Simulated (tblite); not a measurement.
Record of a relaxation.

C7H6P2S.
Numbering: `[CH:1]#[C:2][CH2:3]/[P:4]=[P:5]\[c:6]1[cH:7][cH:8][cH:9][s:10]1` (hydrogens: H11 on C1; H12, H13 on C3; H14 on C7; H15 on C8; H16 on C9)

Computed with GFN2-xTB (tblite), gas phase: L-BFGS steps from a force-field or distance-geometry start until the largest atomic force falls under 0.01 eV/Å. 9 of its 118 geometries are shown.

Step 0: E = -712.2696 eV, largest atomic force 4.820 eV/Å
```
atom  x, y, z in Å  |  force x, y, z in eV/Å
C1      4.597    0.750   -0.271   -1.810  -0.247   0.320
C2      3.407    0.619   -0.062    1.296  -0.200  -0.372
C3      1.970    0.429    0.198    0.490   1.307  -1.021
P4      1.771   -0.264    1.891    1.182   0.051   0.441
P5     -0.013   -0.878    2.500   -2.047  -0.651   0.378
C6     -1.490   -0.747    1.367    3.534   1.250   0.179
C7     -1.530    0.036    0.258    3.479   1.722  -0.232
C8     -2.686   -0.006   -0.417   -2.419   0.975  -2.876
C9     -3.633   -0.831    0.106   -0.155  -0.030   0.077
S10    -2.904   -1.513    1.527   -3.983  -2.538   0.965
H11     5.631    0.858   -0.456   -0.301   0.023   0.057
H12     1.562    1.484    0.193   -0.029  -0.909  -0.103
H13     1.498   -0.193   -0.589    0.229   0.342   0.287
H14    -0.669    0.656   -0.056   -0.684  -0.400   0.234
H15    -2.873    0.582   -1.342    0.169  -0.480   0.755
H16    -4.645   -0.974   -0.323    1.047  -0.214   0.910
```

Step 15: E = -713.0541 eV, largest atomic force 0.322 eV/Å
```
atom  x, y, z in Å  |  force x, y, z in eV/Å
C1      4.523    0.719   -0.260   -0.080  -0.006   0.032
C2      3.357    0.588   -0.026    0.010  -0.014  -0.206
C3      1.946    0.441    0.220   -0.171  -0.078   0.262
P4      1.772   -0.299    1.972    0.007  -0.027   0.015
P5     -0.086   -0.957    2.500    0.047   0.116  -0.132
C6     -1.361   -0.681    1.257    0.187   0.008   0.081
C7     -1.445    0.129    0.152    0.015  -0.049   0.083
C8     -2.694    0.044   -0.491    0.099   0.055   0.007
C9     -3.552   -0.811    0.133    0.014   0.040  -0.068
S10    -2.860   -1.535    1.519    0.056  -0.004  -0.025
H11     5.542    0.842   -0.456    0.149   0.004  -0.012
H12     1.486    1.433    0.202   -0.068  -0.028   0.010
H13     1.486   -0.208   -0.533    0.025   0.022   0.073
H14    -0.635    0.771   -0.154   -0.212  -0.063  -0.068
H15    -2.928    0.600   -1.382   -0.076  -0.019   0.018
H16    -4.558   -1.068   -0.131    0.000   0.041  -0.069
```

Step 29: E = -713.0881 eV, largest atomic force 0.065 eV/Å
```
atom  x, y, z in Å  |  force x, y, z in eV/Å
C1      4.484    0.710   -0.266    0.005   0.000  -0.016
C2      3.311    0.586   -0.061   -0.015  -0.038   0.013
C3      1.920    0.412    0.277   -0.008   0.004   0.004
P4      1.828   -0.309    2.023    0.014  -0.004   0.043
P5     -0.056   -0.923    2.488    0.006  -0.006   0.064
C6     -1.292   -0.651    1.208   -0.011  -0.009   0.006
C7     -1.426    0.161    0.111   -0.010   0.004   0.000
C8     -2.687    0.061   -0.501   -0.018  -0.002  -0.002
C9     -3.515   -0.816    0.129    0.004  -0.015  -0.004
S10    -2.773   -1.541    1.486    0.012  -0.024   0.017
H11     5.507    0.825   -0.468   -0.014   0.011  -0.033
H12     1.421    1.385    0.274    0.002   0.015  -0.011
H13     1.429   -0.260   -0.434    0.014   0.003  -0.016
H14    -0.665    0.827   -0.244    0.025   0.030   0.001
H15    -2.970    0.620   -1.375    0.003   0.033  -0.032
H16    -4.523   -1.079   -0.122   -0.007  -0.001  -0.034
```

Step 44: E = -713.1033 eV, largest atomic force 0.122 eV/Å
```
atom  x, y, z in Å  |  force x, y, z in eV/Å
C1      4.420    0.689   -0.378    0.021   0.001  -0.038
C2      3.285    0.505   -0.045   -0.056   0.021  -0.005
C3      1.908    0.354    0.362    0.008   0.024  -0.036
P4      1.797   -0.270    2.139    0.064  -0.009   0.063
P5     -0.111   -0.828    2.580    0.027  -0.023   0.016
C6     -1.281   -0.629    1.224   -0.002   0.032  -0.003
C7     -1.414    0.222    0.155    0.011   0.021   0.008
C8     -2.647    0.093   -0.511    0.040  -0.031   0.022
C9     -3.444   -0.858    0.048   -0.048   0.043  -0.049
S10    -2.720   -1.607    1.406   -0.015   0.067  -0.101
H11     5.407    0.848   -0.698   -0.022  -0.047   0.039
H12     1.437    1.342    0.331   -0.032   0.001  -0.028
H13     1.383   -0.330   -0.311   -0.001   0.004  -0.015
H14    -0.673    0.935   -0.151    0.014   0.034   0.059
H15    -2.926    0.689   -1.364    0.020  -0.077   0.063
H16    -4.428   -1.147   -0.262   -0.030  -0.063   0.005
```

Step 58: E = -713.1271 eV, largest atomic force 0.255 eV/Å
```
atom  x, y, z in Å  |  force x, y, z in eV/Å
C1      4.253    0.601   -0.579   -0.109  -0.067   0.221
C2      3.179    0.460   -0.064    0.114  -0.001  -0.135
C3      1.833    0.323    0.436   -0.025  -0.059   0.072
P4      1.775   -0.201    2.260   -0.043   0.036  -0.133
P5     -0.146   -0.727    2.717    0.012   0.059  -0.071
C6     -1.266   -0.553    1.306    0.059   0.020   0.075
C7     -1.406    0.372    0.302    0.034  -0.014   0.043
C8     -2.532    0.143   -0.506    0.009  -0.003   0.000
C9     -3.265   -0.930   -0.107    0.039   0.030  -0.038
S10    -2.592   -1.693    1.267    0.083  -0.042   0.060
H11     5.229    0.700   -0.953   -0.066   0.010  -0.012
H12     1.327    1.289    0.352    0.050   0.002  -0.006
H13     1.295   -0.424   -0.157   -0.037   0.047  -0.025
H14    -0.757    1.216    0.154    0.005  -0.051   0.038
H15    -2.771    0.748   -1.359   -0.082   0.084  -0.060
H16    -4.163   -1.315   -0.543   -0.040  -0.053  -0.029
```

Step 73: E = -713.1875 eV, largest atomic force 0.107 eV/Å
```
atom  x, y, z in Å  |  force x, y, z in eV/Å
C1      4.011    0.344   -0.680    0.055  -0.030  -0.040
C2      2.925    0.295   -0.178   -0.048   0.028  -0.036
C3      1.613    0.291    0.420    0.032   0.003   0.008
P4      1.726   -0.072    2.273    0.000   0.045   0.002
P5     -0.167   -0.478    2.914   -0.022  -0.035   0.001
C6     -1.221   -0.427    1.446   -0.033   0.028  -0.012
C7     -1.466    0.590    0.564    0.006   0.053  -0.017
C8     -2.366    0.234   -0.459   -0.003   0.001   0.013
C9     -2.822   -1.038   -0.332    0.037  -0.039   0.023
S10    -2.167   -1.831    1.043    0.013  -0.060  -0.005
H11     4.957    0.369   -1.138   -0.082  -0.014   0.067
H12     1.166    1.283    0.306    0.093   0.026  -0.011
H13     0.959   -0.431   -0.080    0.077  -0.048   0.010
H14    -1.020    1.565    0.655   -0.044   0.008  -0.004
H15    -2.643    0.891   -1.264   -0.043   0.031   0.027
H16    -3.494   -1.576   -0.968   -0.039   0.004  -0.026
```

Step 88: E = -713.2197 eV, largest atomic force 0.140 eV/Å
```
atom  x, y, z in Å  |  force x, y, z in eV/Å
C1      3.991    0.143   -0.695   -0.019   0.052   0.019
C2      2.910    0.237   -0.187   -0.007  -0.008  -0.036
C3      1.600    0.330    0.409    0.012  -0.026   0.003
P4      1.717    0.138    2.291   -0.029  -0.016  -0.035
P5     -0.148   -0.402    2.920   -0.003   0.078  -0.012
C6     -1.180   -0.393    1.432    0.034  -0.013  -0.065
C7     -1.619    0.664    0.682    0.008  -0.091   0.052
C8     -2.443    0.277   -0.393   -0.066  -0.122  -0.018
C9     -2.627   -1.070   -0.450    0.002   0.106   0.065
S10    -1.810   -1.894    0.818   -0.026   0.036  -0.043
H11     4.936    0.094   -1.148   -0.028  -0.034   0.029
H12     1.169    1.311    0.184    0.022  -0.005   0.022
H13     0.944   -0.442   -0.007    0.043   0.012   0.002
H14    -1.366    1.685    0.902    0.029   0.069   0.031
H15    -2.876    0.977   -1.088    0.015  -0.073   0.025
H16    -3.206   -1.644   -1.147    0.013   0.035  -0.038
```

Step 102: E = -713.2261 eV, largest atomic force 0.013 eV/Å
```
atom  x, y, z in Å  |  force x, y, z in eV/Å
C1      4.018    0.096   -0.668    0.001  -0.003   0.001
C2      2.924    0.219   -0.199    0.002   0.007   0.000
C3      1.612    0.349    0.384    0.003  -0.005  -0.004
P4      1.724    0.207    2.268    0.003  -0.013  -0.002
P5     -0.133   -0.353    2.900    0.001   0.003   0.002
C6     -1.152   -0.394    1.403    0.003   0.003   0.001
C7     -1.680    0.667    0.722   -0.005   0.007   0.009
C8     -2.505    0.276   -0.352   -0.001   0.005   0.002
C9     -2.601   -1.073   -0.474   -0.007  -0.009   0.002
S10    -1.697   -1.902    0.729   -0.001   0.001  -0.001
H11     4.970   -0.010   -1.094    0.002   0.004   0.000
H12     1.195    1.331    0.137    0.006  -0.006   0.003
H13     0.952   -0.425   -0.019    0.002   0.004   0.000
H14    -1.481    1.690    0.989   -0.008   0.003  -0.002
H15    -3.002    0.971   -1.004   -0.003   0.005  -0.010
H16    -3.149   -1.639   -1.199    0.003  -0.007   0.000
```

Step 117: E = -713.2270 eV, largest atomic force 0.009 eV/Å
```
atom  x, y, z in Å  |  force x, y, z in eV/Å
C1      4.041    0.095   -0.664   -0.004   0.002   0.002
C2      2.945    0.213   -0.199   -0.002   0.002   0.000
C3      1.631    0.338    0.382    0.002   0.005   0.005
P4      1.737    0.174    2.264    0.002  -0.003   0.003
P5     -0.135   -0.338    2.891    0.000   0.002   0.002
C6     -1.155   -0.376    1.395   -0.003  -0.001   0.000
C7     -1.708    0.677    0.722   -0.001  -0.002  -0.001
C8     -2.534    0.275   -0.348   -0.001   0.003   0.003
C9     -2.609   -1.075   -0.472    0.005   0.007  -0.004
S10    -1.680   -1.892    0.720    0.000   0.005   0.002
H11     4.996   -0.002   -1.087   -0.001   0.000  -0.001
H12     1.219    1.326    0.150    0.000  -0.004  -0.006
H13     0.968   -0.426   -0.033    0.000  -0.008  -0.005
H14    -1.528    1.704    0.991    0.001  -0.004   0.000
H15    -3.046    0.964   -0.996   -0.002  -0.004   0.001
H16    -3.152   -1.650   -1.195    0.002  -0.001  -0.001
```

**Question.** Summarise the path.

**Answer.** The energy falls by 92.38 kJ/mol from step 0 to step 117; nine tenths of that is first reached at step 60. It rises by more than 0.2 meV at steps 2, 63 and 85. The largest force goes from 4.820 to 0.009 eV/Å. Among the bonds C6–S10 changes most, from 1.616 to 1.741 Å; the atoms move by 0.999 Å rms after alignment.

**Question.** Follow the three bonds and two angles with the largest change from start to end.

**Answer.** 
```json
{"step": "0", "E above end (kJ/mol)": "92.38", "largest force (eV/Å)": "4.820", "C6–S10 (Å)": "1.616", "C7–C8 (Å)": "1.340", "P4=P5 (Å)": "1.983", "P4–P5–C6 (°)": "120.3", "C3–P4–P5 (°)": "119.8"}
{"step": "5", "E above end (kJ/mol)": "27.00", "largest force (eV/Å)": "0.536", "C6–S10 (Å)": "1.759", "C7–C8 (Å)": "1.406", "P4=P5 (Å)": "2.047", "P4–P5–C6 (°)": "117.9", "C3–P4–P5 (°)": "118.9"}
{"step": "10", "E above end (kJ/mol)": "20.34", "largest force (eV/Å)": "0.240", "C6–S10 (Å)": "1.748", "C7–C8 (Å)": "1.403", "P4=P5 (Å)": "2.041", "P4–P5–C6 (°)": "115.7", "C3–P4–P5 (°)": "118.9"}
{"step": "15", "E above end (kJ/mol)": "16.69", "largest force (eV/Å)": "0.322", "C6–S10 (Å)": "1.745", "C7–C8 (Å)": "1.407", "P4=P5 (Å)": "2.041", "P4–P5–C6 (°)": "114.6", "C3–P4–P5 (°)": "116.4"}
{"step": "20", "E above end (kJ/mol)": "14.18", "largest force (eV/Å)": "0.145", "C6–S10 (Å)": "1.751", "C7–C8 (Å)": "1.405", "P4=P5 (Å)": "2.033", "P4–P5–C6 (°)": "115.1", "C3–P4–P5 (°)": "112.9"}
{"step": "25", "E above end (kJ/mol)": "13.57", "largest force (eV/Å)": "0.069", "C6–S10 (Å)": "1.751", "C7–C8 (Å)": "1.407", "P4=P5 (Å)": "2.037", "P4–P5–C6 (°)": "115.0", "C3–P4–P5 (°)": "112.2"}
{"step": "31", "E above end (kJ/mol)": "13.30", "largest force (eV/Å)": "0.070", "C6–S10 (Å)": "1.749", "C7–C8 (Å)": "1.406", "P4=P5 (Å)": "2.037", "P4–P5–C6 (°)": "115.4", "C3–P4–P5 (°)": "111.5"}
{"step": "36", "E above end (kJ/mol)": "12.90", "largest force (eV/Å)": "0.118", "C6–S10 (Å)": "1.752", "C7–C8 (Å)": "1.408", "P4=P5 (Å)": "2.037", "P4–P5–C6 (°)": "115.2", "C3–P4–P5 (°)": "111.0"}
{"step": "41", "E above end (kJ/mol)": "12.30", "largest force (eV/Å)": "0.087", "C6–S10 (Å)": "1.750", "C7–C8 (Å)": "1.406", "P4=P5 (Å)": "2.038", "P4–P5–C6 (°)": "114.5", "C3–P4–P5 (°)": "110.7"}
{"step": "46", "E above end (kJ/mol)": "11.55", "largest force (eV/Å)": "0.127", "C6–S10 (Å)": "1.751", "C7–C8 (Å)": "1.406", "P4=P5 (Å)": "2.038", "P4–P5–C6 (°)": "114.7", "C3–P4–P5 (°)": "109.9"}
{"step": "51", "E above end (kJ/mol)": "11.02", "largest force (eV/Å)": "0.068", "C6–S10 (Å)": "1.751", "C7–C8 (Å)": "1.408", "P4=P5 (Å)": "2.040", "P4–P5–C6 (°)": "114.5", "C3–P4–P5 (°)": "109.2"}
{"step": "56", "E above end (kJ/mol)": "10.04", "largest force (eV/Å)": "0.159", "C6–S10 (Å)": "1.751", "C7–C8 (Å)": "1.407", "P4=P5 (Å)": "2.041", "P4–P5–C6 (°)": "113.2", "C3–P4–P5 (°)": "108.7"}
{"step": "61", "E above end (kJ/mol)": "8.28", "largest force (eV/Å)": "0.169", "C6–S10 (Å)": "1.749", "C7–C8 (Å)": "1.407", "P4=P5 (Å)": "2.040", "P4–P5–C6 (°)": "110.7", "C3–P4–P5 (°)": "107.9"}
{"step": "66", "E above end (kJ/mol)": "6.03", "largest force (eV/Å)": "0.217", "C6–S10 (Å)": "1.746", "C7–C8 (Å)": "1.409", "P4=P5 (Å)": "2.041", "P4–P5–C6 (°)": "108.5", "C3–P4–P5 (°)": "107.3"}
{"step": "71", "E above end (kJ/mol)": "4.34", "largest force (eV/Å)": "0.168", "C6–S10 (Å)": "1.748", "C7–C8 (Å)": "1.411", "P4=P5 (Å)": "2.041", "P4–P5–C6 (°)": "106.0", "C3–P4–P5 (°)": "107.2"}
{"step": "76", "E above end (kJ/mol)": "3.29", "largest force (eV/Å)": "0.074", "C6–S10 (Å)": "1.740", "C7–C8 (Å)": "1.409", "P4=P5 (Å)": "2.041", "P4–P5–C6 (°)": "105.9", "C3–P4–P5 (°)": "106.5"}
{"step": "81", "E above end (kJ/mol)": "2.73", "largest force (eV/Å)": "0.146", "C6–S10 (Å)": "1.744", "C7–C8 (Å)": "1.409", "P4=P5 (Å)": "2.040", "P4–P5–C6 (°)": "105.5", "C3–P4–P5 (°)": "106.8"}
{"step": "86", "E above end (kJ/mol)": "1.23", "largest force (eV/Å)": "0.163", "C6–S10 (Å)": "1.740", "C7–C8 (Å)": "1.411", "P4=P5 (Å)": "2.042", "P4–P5–C6 (°)": "105.5", "C3–P4–P5 (°)": "106.7"}
{"step": "92", "E above end (kJ/mol)": "0.25", "largest force (eV/Å)": "0.060", "C6–S10 (Å)": "1.740", "C7–C8 (Å)": "1.409", "P4=P5 (Å)": "2.040", "P4–P5–C6 (°)": "105.6", "C3–P4–P5 (°)": "105.9"}
{"step": "97", "E above end (kJ/mol)": "0.12", "largest force (eV/Å)": "0.031", "C6–S10 (Å)": "1.740", "C7–C8 (Å)": "1.410", "P4=P5 (Å)": "2.040", "P4–P5–C6 (°)": "105.2", "C3–P4–P5 (°)": "106.0"}
{"step": "102", "E above end (kJ/mol)": "0.08", "largest force (eV/Å)": "0.013", "C6–S10 (Å)": "1.740", "C7–C8 (Å)": "1.409", "P4=P5 (Å)": "2.040", "P4–P5–C6 (°)": "105.2", "C3–P4–P5 (°)": "106.0"}
{"step": "107", "E above end (kJ/mol)": "0.05", "largest force (eV/Å)": "0.025", "C6–S10 (Å)": "1.740", "C7–C8 (Å)": "1.410", "P4=P5 (Å)": "2.039", "P4–P5–C6 (°)": "105.3", "C3–P4–P5 (°)": "106.0"}
{"step": "112", "E above end (kJ/mol)": "0.02", "largest force (eV/Å)": "0.020", "C6–S10 (Å)": "1.740", "C7–C8 (Å)": "1.410", "P4=P5 (Å)": "2.039", "P4–P5–C6 (°)": "105.5", "C3–P4–P5 (°)": "106.0"}
{"step": "117", "E above end (kJ/mol)": "0.00", "largest force (eV/Å)": "0.009", "C6–S10 (Å)": "1.741", "C7–C8 (Å)": "1.410", "P4=P5 (Å)": "2.039", "P4–P5–C6 (°)": "105.6", "C3–P4–P5 (°)": "106.0"}
```

The cost below is that of the whole relaxation. Time: 0.81 s wall. Hardware: one thread of an AMD EPYC 9R45 (shared host).
